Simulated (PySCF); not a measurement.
SMILES [CH2]COC, doublet (CAM-B3LYP/def2-SVP optimised geometry):

```
11

C     -1.895     0.558     1.627
C     -1.233    -0.720     1.252
O      0.160    -0.625     1.128
C      0.587     0.081     0.000
H     -2.968     0.697     1.473
H     -1.355     1.275     2.249
H     -1.412    -1.483     2.036
H     -1.686    -1.129     0.323
H      0.235     1.129     0.000
H      1.686     0.081     0.000
H      0.236    -0.394    -0.938
```

Computed with unrestricted CAM-B3LYP/def2-TZVP in PySCF.

**Question.** What are the frontier orbital energies (α orbitals alone; a β orbital can be the lowest empty one) and the dipole moment?

**Answer.** HOMO-2 -10.53 eV, HOMO-1 -8.99 eV, HOMO -7.61 eV, LUMO 2.33 eV, LUMO+1 3.07 eV; dipole moment 1.13 D.

On the same geometry unrestricted PBE/def2-TZVP (PySCF) gives HOMO-2 -7.51 eV, HOMO-1 -5.93 eV, HOMO -4.88 eV, LUMO 0.71 eV, LUMO+1 1.41 eV; dipole moment 0.96 D.

Meta-Löwdin charges at CAM-B3LYP/def2-TZVP: C1 -0.27, C2 0.02, O3 -0.40, C4 -0.11, H5 0.12, H6 0.12, H7 0.12, H8 0.09, H9 0.09, H10 0.12, H11 0.09.
